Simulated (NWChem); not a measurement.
BH₃O; SMILES BO

All runs: NWChem. Medium grid unless said otherwise, to which SCAN and Minnesota functionals are sensitive. Geometry: optimised at PBE0-D3(BJ)/def2-TZVP. Hybrids' shares of exact exchange are those that their runs print; pure functionals count as 0. The functionals differ in more than this share.

```
row               share of exact exchange  highest occupied level (eV)
----------------  -----------------------  ---------------------------
PBE/def2-TZVP                        0.00                        -7.36
KT2/def2-TZVP                        0.00                        -7.45
B3LYP/def2-TZVP                      0.20                        -8.68
PW6B95/def2-TZVP                     0.28                     withheld
MN15/def2-TZVP                       0.44                        -9.60
```

### Question
Fit a straight line of the last column on the one before it, predict the withheld value, and compare with the run.

### Answer

1. Means of the 4 shown rows: x = 0.160, y = -8.273. Slope Σ(x − x̄)(y − ȳ)/Σ(x − x̄)² = -0.6656/0.1312 = -5.073; intercept -7.461.
2. The shown rows scatter about the line by 0.123 (root mean square); the largest residual is -0.20, at B3LYP/def2-TZVP.
3. At x = 0.28 (PW6B95/def2-TZVP; inside the shown range) the line gives -8.88.
4. The run gives -9.00, -0.12 from the line, 1.0 times the scatter.
